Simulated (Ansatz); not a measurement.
Cost and result for the atomization energy of `F[C]1=[CH][SnH2]1` (7 atoms, 7 bonds).

Cartesian coordinates in Å:
```
F 0.060 -2.367 -0.314
C 0.095 -1.056 -0.115
C 1.028 -0.250 0.360
Sn -0.703 0.866 -0.147
H 2.039 -0.350 0.736
H -0.748 1.768 -1.587
H -1.770 1.389 1.068
```

The species carries charge 0 and has multiplicity 1. Correlated methods include outer-core shells of Sn, which these sets cover unevenly. Sn takes the def2 core potential. All single points use the PBE0-D4/def2-TZVP geometry. Program: Ansatz. All runs use 2 threads of an Arm Neoverse V2 on a shared host. Times are those of one run each, without the atoms' runs, and a repeat can differ threefold. Electronic energies, without spin–orbit coupling; frozen cores. CCSD(T)/CBS adds CCSD(T) − MP2 in def2-TZVPP to the MP2 limit, and its time is that of the two runs behind it. T1 = 0.016. With those shells the extrapolation isn't a true limit. B3LYP takes the VWN-RPA correlation (the form of Gaussian; ORCA's B3LYP/G). HSE06 is the plane-wave form, built on full-range PBE exchange.

CCSD(T)/CBS is a level of theory with its own doubt, some kJ/mol a heavy atom from the limit and from the frozen cores, so smaller differences don't rank the functionals.

```csv
level,functions,wall time,atomization (kJ/mol),difference from CCSD(T)/CBS,per bond
HSE06-D4/def2-TZVPP,185,2.6 s,2313.5,3.7,0.5
CAM-B3LYP-D4/def2-TZVPP,185,2.8 s,2296.1,-13.7,-2.0
B3LYP-D4/def2-TZVPP (with forces),185,3.5 s,2283.2,-26.6,-3.8
CCSD(T)/def2-SVP,83,3.9 s,2150.1,-159.7,-22.8
r2SCAN-D4/def2-TZVPP (with forces),185,4.2 s,2312.4,2.6,0.4
r2SCANh-D4/def2-TZVPP,185,4.2 s,2285.0,-24.8,-3.5
B2PLYP/def2-TZVPP,185,4.7 s,2264.5,-45.3,-6.5
ωB97X-V/def2-TZVPP,185,7.5 s,2307.3,-2.5,-0.4
B97M-V/def2-TZVPP,185,8 s,2336.6,26.8,3.8
ωB97M-V/def2-TZVPP (with forces),185,10 s,2298.6,-11.2,-1.6
MP2/def2-QZVPP,343,13 s,2327.1,17.3,2.5
CCSD(T)/def2-TZVPP,185,78 s,2240.7,-69.1,-9.9
CCSD(T)/CBS(def2),–,90 s,2309.8,0.0,0.0
```

The D4 term adds +21.6 kJ/mol with B3LYP and +11.1 kJ/mol with PBE0; it sums over pairs of atoms, weighted by their polarisabilities, and B3LYP, whose exchange is more repulsive, gets the larger term. At CCSD(T), def2-SVP lies −159.7 kJ/mol from the extrapolated value and def2-TZVPP −69.1 kJ/mol: correlation converges slowly with the basis, and small sets miss more of it in the bonded molecule than in its fragments. From BLYP to BHLYP (50 % exact exchange), in def2-TZVPP and without D4, the atomization energy moves by −117.0 kJ/mol: exact exchange takes away binding that semilocal exchange gives to molecules.

Spin–orbit coupling would lower the free Sn atoms strongly, and the atomization energy with them, by more than many differences here. For some Ge, Se and Sn compounds the MP2-based and the directly extrapolated limit differ by 10 to 25 kJ/mol.
